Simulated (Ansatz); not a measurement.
```xyz
5

C     0.0492   -0.0039   -1.1115
Cl   -0.0238    0.0320    0.6259
H     0.0162   -1.0678   -1.5142
H    -0.8477    0.5190   -1.4786
H     0.9417    0.5312   -1.4586
```

Basis set: 6-31G* (spherical functions). Correlated methods keep 6 orbitals frozen. Charge 0, multiplicity 1.

Computed with Ansatz (development build ahead of 0.2.0); each method stands on the lowest determinant of its kind that the runs found. Restricted open shells among the atoms or ions are ROHF, correlated in semicanonical orbitals with singles.

The atomization energy at this shape (free ground-state atoms in the same class of orbitals less the molecule, no zero-point energy) of singlet CH3Cl:

```
method  atomization energy
   RHF     296.55 kcal/mol
```

Question: What does RHF-MP2 give?

Answer: 358.54 kcal/mol.
